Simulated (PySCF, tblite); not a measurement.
Isomers of C4H10O2S2Si2, one GFN2-xTB conformer each. Single-point energies are computed at PBE0/pcSseg-1 (PySCF, gas phase, no added dispersion term), electronic only.

Question: Rank them by PBE0/pcSseg-1 energy, lowest first (kJ/mol).
A. `[CH2:1]=[C:2]1[S:3][Si@@H:4]([OH:5])[C@@H:6]([SiH3:7])[CH2:8][S@@:9]1=[O:10]` with S3–Si4–O5–H -67°, C1–C2–S3–Si4 169°, C2–S3–Si4–O5 -145°, S3–Si4–C6–Si7 -87°, Si4–C6–C8–S9 29°
B. `[CH2:1]=[C:2]1[Si@@H:3]([OH:4])[C@@H:5]([SiH3:6])[S:7][CH2:8][S@:9]1=[O:10]` with C2–Si3–O4–H 12°, C1–C2–Si3–O4 143°, C2–Si3–C5–Si6 -139°, Si3–C5–S7–C8 -49°, C5–S7–C8–S9 77°

Answer: A (0.0), B (82.4).

GFN2-xTB itself gives, in the same order: 0.0, 131.5. Both levels put the same isomer lowest.

Q: Which frontier levels, dipoles and rotational constants go with these structures?

A: 
```tsv
SMILES	HOMO (eV, PBE0/pcSseg-1)	LUMO (eV)	dipole (D)	A, B, C (MHz)
C=C1S[Si@@H](O)[C@@H]([SiH3])C[S@@]1=O	-6.67	-0.95	2.39	1162, 658.3, 586.2
C=C1[Si@@H](O)[C@@H]([SiH3])SC[S@]1=O	-6.57	-1.27	3.37	1090, 638.7, 586.6
```

Q: What happens when harmonic zero-point energies from GFN2-xTB frequencies are added?

A: 
| SMILES | ZPE (kJ/mol) | electronic (kJ/mol) | with ZPE (kJ/mol) |
| --- | --- | --- | --- |
| C=C1S[Si@@H](O)[C@@H]([SiH3])C[S@@]1=O | 341.7 | 0.0 | 0.0 |
| C=C1[Si@@H](O)[C@@H]([SiH3])SC[S@]1=O | 335.3 | 82.4 | 76.0 |

The zero-point energies span 6.4 kJ/mol. The order is unchanged.
